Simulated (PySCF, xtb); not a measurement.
GaH, SMILES [GaH] (connectivity only; charge and spin as stated), neutral, multiplicity 1.

GFN2-xTB (xtb) at its own geometry gives an orbital gap of 3.96 eV and a dipole moment of 4.30 D.

Geometry optimised at B3LYP-D3(BJ)/def2-TZVPD.

What does HF/def2-TZVPD (PySCF) give? (Estimate from the structure and the level; the computed values follow.)

gap 8.97 eV (levels -8.05 and 0.92 eV), dipole 0.20 D.
